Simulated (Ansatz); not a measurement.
Consider the redistribution: `CC(C)(C)[N]([SiH3])[GeH3]` + `NCO[SiH3]` → `NC[O][GeH3]` + `CC(C)(C)N([SiH3])[SiH3]`.

Computed with Ansatz on PBE0-D4/def2-TZVP structures; ΔE is electronic, products minus reactants. CCSD(T)/CBS adds triple-zeta CCSD(T) − MP2 to the extrapolated MP2 energy (def2 sets, frozen cores). Functionals use def2-TZVPP. B3LYP here is the variant with VWN-RPA as its local correlation; programs differ in this. For Ge outer-core shells are correlated without core-valence functions, which leaves a few kJ/mol of doubt a bond. Scalar relativity is left out up to krypton. One conformer a species, not always the lowest.

| species | B3LYP energy (Eh) |
| --- | --- |
| `CC(C)(C)[N]([SiH3])[GeH3]` | -2582.88194 |
| `NCO[SiH3]` | -461.92205 |
| `NC[O][GeH3]` | -2249.42325 |
| `CC(C)(C)N([SiH3])[SiH3]` | -795.37366 |

Q: Work out ΔE.

A: ΔE = (-2249.42325) + (-795.37366) − (-2582.88194) − (-461.92205) = 0.00708 Eh = +18.6 kJ/mol. CCSD(T)/CBS gives +23.4 kJ/mol.

Largest T1 diagnostic among the species: 0.012.
